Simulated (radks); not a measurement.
Polarisability of the zirconium ion Zr2+, [Kr] 4d2, at imaginary frequency. Method: non-relativistic Kohn-Sham, LB94 model potential, spin-polarised, spherical densities, point nucleus; open shells are filled with parallel spins first (spin-orbit coupling, left out, can overturn this in heavy ions); relativity is left out, which matters for an element this heavy; computed with a radial shooting solver on a logarithmic mesh with Libxc functionals. Response by self-consistent Sternheimer equations with the Hartree and adiabatic LDA kernel.

| w (hartree) | alpha1(iw) (bohr^3) |
|---|---|
| 0.00266 | 10.57 |
| 0.0143 | 10.56 |
| 0.0360 | 10.49 |
| 0.0697 | 10.28 |
| 0.118 | 9.808 |
| 0.186 | 9.001 |
| 0.280 | 7.899 |
| 0.413 | 6.635 |
| 0.605 | 5.305 |
| 0.892 | 3.950 |
| 1.35 | 2.630 |
| 2.12 | 1.485 |
| 3.59 | 0.6801 |
| 6.94 | 0.2469 |
| 17.5 | 0.06131 |

Static values: alpha1 = 10.57 bohr^3 (1.566 angstrom^3; uncoupled 14.55). C6 = 52.86, triple-dipole C9 = 369.3 atomic units. One-pole (London) frequency 4 C6 / (3 alpha1^2) = 0.631 hartree, against 0.886 for minus the highest occupied eigenvalue.
